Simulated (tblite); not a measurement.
Compound: C6H12BF3O.
Numbering: `[BH3-:1][O+:2]1[CH2:3][CH2:4][CH2:5][C@@H:6]1[CH2:7][C:8]([F:9])([F:10])[F:11]` (hydrogens: H12, H13, H14 on B1; H15, H16 on C3; H17, H18 on C4; H19, H20 on C5; H21 on C6; H22, H23 on C7)

Computed with GFN2-xTB (tblite), gas phase: L-BFGS steps from a force-field or distance-geometry start until the largest atomic force falls under 0.01 eV/Å.

Step 16: E = -1047.1763 eV
```
atom  x, y, z in Å  |  force x, y, z in eV/Å
B1     -1.1606    2.0114    0.5975   -0.015  -0.016  -0.034
O2     -0.7434    0.3819    0.4370    0.022  -0.015  -0.019
C3     -1.8348   -0.5276    0.4059   -0.006  -0.003   0.039
C4     -1.1532   -1.8856    0.2684   -0.008   0.076  -0.016
C5      0.0135   -1.5564   -0.6758   -0.006   0.019   0.017
C6      0.0618   -0.0077   -0.6760    0.056  -0.001  -0.020
C7      1.4367    0.6699   -0.6969    0.018  -0.003   0.008
C8      2.4891    0.3247    0.3488   -0.108  -0.012  -0.020
F9      3.6219    1.0005    0.0675   -0.112  -0.067   0.063
F10     2.1581    0.6324    1.6005   -0.068  -0.033  -0.031
F11     2.8380   -0.9772    0.3566   -0.022   0.051  -0.012
H12    -0.8803    2.5324   -0.4374   -0.002  -0.070   0.005
H13    -2.3274    2.0219    0.8158    0.056  -0.071  -0.030
H14    -0.5065    2.3645    1.5189    0.044  -0.019  -0.073
H15    -2.4681   -0.3243   -0.4692   -0.030   0.053   0.073
H16    -2.4191   -0.4130    1.3148    0.029   0.069   0.062
H17    -1.8213   -2.6435   -0.1395    0.063   0.034   0.097
H18    -0.7827   -2.2052    1.2446   -0.042  -0.049  -0.115
H19    -0.1903   -1.9116   -1.6859    0.103  -0.035   0.033
H20     0.9308   -2.0147   -0.3174    0.041   0.063  -0.086
H21    -0.4417    0.3493   -1.5911    0.008   0.041   0.026
H22     1.9039    0.4561   -1.6624   -0.022   0.018   0.010
H23     1.2709    1.7488   -0.6144    0.002  -0.031   0.023
```

Step 17: E = -1047.1803 eV
```
atom  x, y, z in Å  |  force x, y, z in eV/Å
B1     -1.1605    2.0112    0.5956    0.019  -0.020  -0.044
O2     -0.7434    0.3861    0.4341    0.046  -0.072  -0.010
C3     -1.8335   -0.5259    0.4089    0.002   0.005   0.027
C4     -1.1530   -1.8833    0.2671    0.018   0.065  -0.024
C5      0.0143   -1.5539   -0.6766   -0.004   0.026   0.018
C6      0.0635   -0.0044   -0.6786   -0.022  -0.064  -0.018
C7      1.4391    0.6704   -0.6969   -0.095  -0.041  -0.013
C8      2.4852    0.3220    0.3522   -0.129   0.003  -0.075
F9      3.6137    0.9996    0.0668   -0.019  -0.040   0.106
F10     2.1514    0.6294    1.6033   -0.048  -0.047  -0.047
F11     2.8357   -0.9790    0.3566   -0.019   0.043   0.014
H12    -0.8805    2.5303   -0.4411   -0.011  -0.058   0.019
H13    -2.3264    2.0180    0.8150    0.045  -0.051  -0.023
H14    -0.5018    2.3615    1.5160    0.022  -0.005  -0.082
H15    -2.4698   -0.3248   -0.4635   -0.052   0.068   0.062
H16    -2.4131   -0.4117    1.3213    0.033   0.069   0.046
H17    -1.8193   -2.6425   -0.1409    0.049   0.048   0.088
H18    -0.7820   -2.2057    1.2409   -0.025  -0.057  -0.072
H19    -0.1882   -1.9135   -1.6857    0.109  -0.015   0.038
H20     0.9320   -2.0098   -0.3159    0.036   0.055  -0.089
H21    -0.4430    0.3494   -1.5934    0.031   0.054   0.024
H22     1.9049    0.4562   -1.6634   -0.008   0.030   0.037
H23     1.2699    1.7475   -0.6118    0.024   0.005   0.017
```

Q: Estimate the geometry and energy of step 18. (The exact step hangs on the optimiser's Hessian estimate; all steps are aligned on step 17, rigid shifts and turns removed.)

A: E = -1047.1852 eV, largest force 0.201 eV/Å
```
atom  x, y, z in Å  |  force x, y, z in eV/Å
B1     -1.1601    2.0113    0.5924    0.061  -0.040  -0.043
O2     -0.7428    0.3901    0.4297    0.058  -0.109   0.013
C3     -1.8320   -0.5239    0.4134    0.010   0.022   0.013
C4     -1.1522   -1.8796    0.2652    0.042   0.030  -0.022
C5      0.0155   -1.5507   -0.6775    0.008   0.023   0.004
C6      0.0648   -0.0017   -0.6827   -0.107  -0.102  -0.012
C7      1.4401    0.6705   -0.6972   -0.188  -0.062  -0.035
C8      2.4781    0.3187    0.3552   -0.110   0.012  -0.099
F9      3.6033    0.9978    0.0684    0.079   0.005   0.135
F10     2.1421    0.6244    1.6058   -0.047  -0.052  -0.049
F11     2.8323   -0.9805    0.3571   -0.022   0.008   0.031
H12    -0.8813    2.5278   -0.4454   -0.018  -0.037   0.013
H13    -2.3244    2.0133    0.8139    0.025  -0.026  -0.012
H14    -0.4953    2.3577    1.5106    0.001   0.014  -0.083
H15    -2.4742   -0.3246   -0.4545   -0.067   0.081   0.055
H16    -2.4042   -0.4091    1.3311    0.043   0.062   0.023
H17    -1.8160   -2.6404   -0.1413    0.011   0.045   0.052
H18    -0.7815   -2.2080    1.2347    0.007  -0.059   0.001
H19    -0.1832   -1.9167   -1.6848    0.098   0.003   0.023
H20     0.9344   -2.0026   -0.3157    0.035   0.039  -0.072
H21    -0.4436    0.3503   -1.5967    0.042   0.062   0.009
H22     1.9065    0.4570   -1.6636    0.004   0.039   0.049
H23     1.2690    1.7460   -0.6082    0.036   0.041   0.006
```

The energy changes by -0.0049 eV. The first-order estimate −F·Δx gives -0.0065 eV and the mean of the old and new forces, exact on a quadratic surface, -0.0049 eV. The step makes an angle of 61° with the force vector and moves no atom by more than 0.013 Å.

The cost below is that of the whole relaxation. Hardware: one thread of an Arm Neoverse N1, no GPU (shared host). Cost: 2.7 s wall.
